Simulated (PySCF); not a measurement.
Spinor energies of Tm (thulium, neutral)

Start: [Xe] 4f13 6s2; 4f5/2 filled at m_j = -5/2, -3/2, -1/2, +1/2, +3/2, +5/2; 4f7/2 filled at m_j = -5/2, -3/2, -1/2, +1/2, +3/2, +5/2, +7/2. Calculated with PySCF 2.14 in x2c-TZVPPall-2c: generalised Hartree-Fock with the X2C-1e Hamiltonian and a Gaussian nucleus; one run each with spin-orbit coupling (SO) switched off, then screened by Boettger's factors.

```csv
spinor shell,electrons,"ε, spin-free (eV)","ε, screened SO (eV)",weight of nominal j (screened SO),"rms radius, screened SO (bohr)"
1s1/2,2,-59692.9,-59678.7,1.000,0.0227
2s1/2,2,-10201.5,-10197.2,1.000,0.0917
2p1/2,2,-9005.1,-9700.6,1.000,0.0783
2p3/2,4,-9005.1,-8715.2,1.000,0.0852
3s1/2,2,-2348.0,-2346.7,1.000,0.235
3p1/2,2,-1978.9,-2128.3,1.000,0.227
3p3/2,4,-1978.9,-1915.8,1.000,0.241
3d3/2,4,-1520.2,-1547.5,1.000,0.214
3d5/2,6,-1520.2,-1501.0,1.000,0.218
4s1/2,2,-489.49,-489.15,1.000,0.530
4p1/2,2,-365.76,-400.21,0.999,0.542
4p3/2,4,-365.76,-351.17,1.000,0.574
4d3/2,4,-198.27,-204.56,0.993,0.612
4d5/2,6,-198.27,-193.87,0.996,0.624
5s1/2,2,-64.613,-64.573,1.000,1.33
5p1/2,2,-33.360,-37.808,0.993,1.51
5p3/2,4,-33.360,-31.517,0.996,1.64
4f5/2,6,-13.625,-14.729,0.947,0.871
4f7/2,7,-13.625,-12.583,0.954,0.897
6s1/2,2,-5.270,-5.273,1.000,4.58
```

```
   quantity     spin-free   screened SO
E (hartree)  -13557.26172  -13569.24125
        M_J           7/2           7/2
       ⟨J²⟩        15.762        15.762
       ⟨L²⟩        12.011        12.113
       ⟨S²⟩         0.751         0.852
```

Each row is a mean over spinors that exchange with the open shell spreads, by up to 9.480 eV (4d5/2).

Breit and QED terms are absent; they matter most for the inner s and p1/2 levels.

Densities and radii are taken from the X2C orbitals without a picture-change correction, which distorts them close to the nucleus.

Without spin-orbit coupling the j labels of p, d and f shells carry no meaning; the spin-free column gives the mean over the occupied spinors of each nl shell.
